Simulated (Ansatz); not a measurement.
Rb2F3⁺. Charge 1, multiplicity 3. Geometry PBE0-D4/def2-SVP, that of the neutral doublet; atoms count from 1.

```xyz
5

Rb   -1.751   -0.499   -0.546
Rb    1.557    1.057    0.268
F    -0.578    1.663   -0.830
F     0.740   -1.414   -0.303
F     0.032   -0.807    1.412
```

In the def2 sets Rb takes a core potential; there is no spin–orbit coupling. At PBE0-D4/def2-TZVP a singlet of charge 1 lies 1.45 eV below the triplet, each at its own geometry. The structure comes from a short search, and lower isomers may exist.

Problem. Estimate the Mulliken populations from the PBE0/def2-TZVP orbitals of Ansatz.

Solution. 
```
atom  charge (e)  spin (α − β)
 Rb1        0.90          0.00
 Rb2        0.90          0.00
  F3       -0.22          0.72
  F4       -0.30          0.64
  F5       -0.29          0.65
```
Mulliken values and Mayer orders depend strongly on the basis.

Problem. Where does the spin sit?

Solution. Summed by element: Rb -0.01, F 2.01, of 2 unpaired in all. Largest on single atoms: F3 0.72, F5 0.65, F4 0.64.
